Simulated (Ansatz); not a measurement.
`[CH3][SnH]([F])[Br]` + HBr → `[F][SnH]([Br])[Br]` + CH₄ at 400 K and 1 bar (ligand exchange at the Sn–C bond).

Calculated with Ansatz (gas phase, PBE0-D4/def2-TZVP geometries, no zero-point term in ΔE). CCSD(T)/CBS adds triple-zeta CCSD(T) − MP2 to the extrapolated MP2 energy (def2 sets, frozen cores). This one scheme is used for every species. Elements past krypton have def2 core potentials. For Br, Sn outer-core shells are correlated without core-valence functions, which leaves a few kJ/mol of doubt a bond. Scalar relativity is left out up to krypton.

```json
{"species": "`[CH3][SnH]([F])[Br]`", "CCSD(T)/CBS energy (Eh)": "-2927.68269", "H − E (kJ/mol)": "151.9", "S (J/(mol·K))": "399.4"}
{"species": "HBr", "CCSD(T)/CBS energy (Eh)": "-2573.91920", "H − E (kJ/mol)": "27.6", "S (J/(mol·K))": "207.2"}
{"species": "`[F][SnH]([Br])[Br]`", "CCSD(T)/CBS energy (Eh)": "-5461.18012", "H − E (kJ/mol)": "55.9", "S (J/(mol·K))": "392.7"}
{"species": "CH₄", "CCSD(T)/CBS energy (Eh)": "-40.46206", "H − E (kJ/mol)": "131.3", "S (J/(mol·K))": "197.2"}
```

H − E and S are ideal-gas, rigid-rotor, harmonic terms from PBE0-D4/def2-TZVP, for one conformer and one mirror image of each species. 1 Eh = 2625.50 kJ/mol, R = 8.31446 J/(mol·K).

By hand: ΔE, ΔH, ΔS and ΔG.

ΔE = (-5461.18012) + (-40.46206) − (-2927.68269) − (-2573.91920) = -0.04029 Eh = -105.8 kJ/mol. Δ(H − E) = 55.9 + 131.3 − 151.9 − 27.6 = 7.7, so ΔH = -98.1 kJ/mol. ΔS = 392.7 + 197.2 − 399.4 − 207.2 = -16.7 J/(mol·K). ΔG = -98.1 − 400 × (-16.7)/1000 = -91.4 kJ/mol.

By hand: the equilibrium constant, and the temperature at which ΔG would vanish if ΔH and ΔS stayed fixed.

log₁₀ K = −ΔG/(RT ln 10) = 11.9. ΔG = 0 at ΔH/ΔS = 5874 K, far beyond where these terms or the molecules hold.

ΔH outweighs TΔS. A doubt of 5 kJ/mol in ΔE shifts log₁₀ K by 0.7 here. Other conformers and mirror images would add mixing entropy, several J/(mol·K) or more a flexible species. These are equilibria of isolated gas molecules and say nothing of rates. Largest T1 diagnostic: 0.011 (customary marks: 0.02 for closed shells, 0.045 for open ones).
